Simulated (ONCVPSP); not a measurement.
Which change was made? (Rh, ONCV)

```
Element                 : Rh (Z = 45)
Generator               : ONCVPSP 4.0.1
Type                    : optimised norm-conserving Vanderbilt (ONCV)
Functional              : BLYP
Relativity              : scalar-relativistic
Frozen core             : [Ar] 3d10
Valence charge          : 17
Reference configuration : 4s2 4p6 4d8 5s0.75 5p0.25
Partial waves           : 4s+5s: rc 1.40 bohr, ncon 4, nbas 8, qcut 6.9 1/bohr, 2 projectors; 4p+5p: rc 1.85 bohr, ncon 4, nbas 7, qcut 7.6 1/bohr, 2 projectors; 4d: rc 1.75 bohr, ncon 4, nbas 8, qcut 9.2 1/bohr, 2 projectors, debl 2.5 Ha
Local potential         : polynomial inside 1.10 bohr (lpopt 4, dvloc0 4 Ha)
Core correction         : none
```

Cutoffs, loose and tight: the cutoffs (Ha) at which the residual kinetic energy of the hardest occupied pseudo-wave falls to 1 and 0.1 mHa per electron. They do not see the model core or the augmentation charge, which bear on the density cutoff. Test errors are all-electron minus pseudo excitation energies from the reference, over the configurations 4s2 4p6 4d8 5s1 5p0; 4s2 4p6 4d8 5s0 5p0; 4s2 4p6 4d7 5s0 5p0; 4s2 4p5 4d8 5s1 5p0; variants that change the core or the reference have their own tests. The largest error is taken over the tests solved by every variant that gives reliable tests at all, those not shown here included: 4s2 4p5 4d8 5s1 5p0; 4s2 4p6 4d8 5s0 5p0; 4s2 4p6 4d8 5s1 5p0.

The base gives: outcome: generated; cutoff, loose: 26 Ha; cutoff, tight: 73 Ha; bound ghosts: none; GHOST(+) flags above zero: none; largest test error (meV): -85.

(1) After one change the result is: outcome: generated; cutoff, loose: 21 Ha; cutoff, tight: 24 Ha; bound ghosts: none; GHOST(+) flags above zero: none; largest test error (meV): -90. Which change was it?
A. all radii scaled by about 0.78 (s 1.10, p 1.44, d 1.36 bohr); local potential polynomial inside 0.86 bohr (lpopt 4, dvloc0 4 Ha)
B. all radii scaled by about 0.89 (s 1.24, p 1.64, d 1.56 bohr); local potential polynomial inside 0.98 bohr (lpopt 4, dvloc0 4 Ha)
C. all radii scaled by about 1.33 (s 1.86, p 2.46, d 2.32 bohr); local potential polynomial inside 1.46 bohr (lpopt 4, dvloc0 4 Ha)

## Answers

(1) C. The others give: all radii scaled by about 0.89 (s 1.24, p 1.64, d 1.56 bohr); local potential polynomial inside 0.98 bohr (lpopt 4, dvloc0 4 Ha) → outcome: generated; cutoff, loose: 56 Ha; cutoff, tight: 112 Ha; bound ghosts: none; GHOST(+) flags above zero: none; largest test error (meV): -71 | all radii scaled by about 0.78 (s 1.10, p 1.44, d 1.36 bohr); local potential polynomial inside 0.86 bohr (lpopt 4, dvloc0 4 Ha) → outcome: generated; cutoff, loose: 118 Ha; cutoff, tight: 148 Ha; bound ghosts: none; GHOST(+) flags above zero: none; largest test error (meV): -54.
